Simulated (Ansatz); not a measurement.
```yaml
crystal:
  periodic: [false, false, false]
  atoms:
    - {symbol: C, position_ang: [-0.840496, 0.869845, -0.530905]}
    - {symbol: Se, position_ang: [-0.666244, -0.129684, 1.131952]}
    - {symbol: B, position_ang: [0.963320, -1.096522, 0.786409]}
    - {symbol: F, position_ang: [1.413352, -1.908373, 1.723885]}
    - {symbol: Cl, position_ang: [1.881251, -0.959025, -0.701616]}
    - {symbol: H, position_ang: [-1.750310, 1.459666, -0.436763]}
    - {symbol: H, position_ang: [0.017255, 1.524603, -0.660443]}
    - {symbol: H, position_ang: [-0.926128, 0.182388, -1.368318]}
basis:
  gaussian: {orbitals: cc-pVTZ, fitting: {mean_field: cc-pVTZ-jkfit}}
magnetization: {spin_polarized: true, initial_magnetization: 6}
hamiltonian: {xc: {name: BLYP}}
accuracy: high
output: {forces: true}
```

```sh
$ ansatz run in.yaml --threads 4 --pin off --events-out ev --progress --plain --max-ram 10444MiB
```

Shortened log:

```
Functional definition: BLYP
655 factors; integrals over basis functions are off by at most 8.3e-1 eV
mean field evaluation 1: about -82317.5079 eV, gradient 6.3e1 eV
mean field evaluation 2: about -82187.5635 eV, gradient 1.4e2 eV
mean field evaluation 4: about -82296.2753 eV, gradient 7.5e1 eV
mean field evaluation 8: about -82339.0752 eV, gradient 4.5e0 eV
mean field evaluation 16: about -82339.1710 eV, gradient 6.1e-2 eV
mean field evaluation 32: about -82339.1711 eV, gradient 1.4e-6 eV
mean field -82339.17107467 eV, -3025.9087254995 hartree, gradient 1.0e-7 eV, S^2 12.004631; 8 other end points of the search recorded, 0 dependent functions left out
reference -82339.17113050 eV, -3025.9087275510 hartree; 40, 34 occupied and 169, 175 virtual orbitals, 655 factors
Total energy: -82339.17113050 eV, -3025.9087275510 hartree
Atom 0 at    -0.840496     0.869845    -0.530905 Å, force    -0.408683     3.018881    -5.173003 eV/Å
Atom 1 at    -0.666244    -0.129684     1.131952 Å, force    -5.457634     0.444993     6.454935 eV/Å
Atom 2 at     0.963320    -1.096522     0.786409 Å, force     1.811149    -1.648472     0.704152 eV/Å
Atom 3 at     1.413352    -1.908373     1.723885 Å, force     1.467451    -2.081070     1.983570 eV/Å
Atom 4 at     1.881251    -0.959025    -0.701616 Å, force     2.815605     0.041511    -3.842803 eV/Å
Atom 5 at    -1.750310     1.459666    -0.436763 Å, force    -0.574690     0.223695     0.340209 eV/Å
Atom 6 at     0.017255     1.524603    -0.660443 Å, force     0.472922     0.425897    -0.008442 eV/Å
Atom 7 at    -0.926128     0.182388    -1.368318 Å, force    -0.126119    -0.425436    -0.458618 eV/Å
Dipole moment:    -0.000551     0.198537    -0.375768 e Å
```

In this input the spin is set far too high for this molecule. The calculation finished and met its thresholds. The result belongs to that input, not to the molecule as meant.
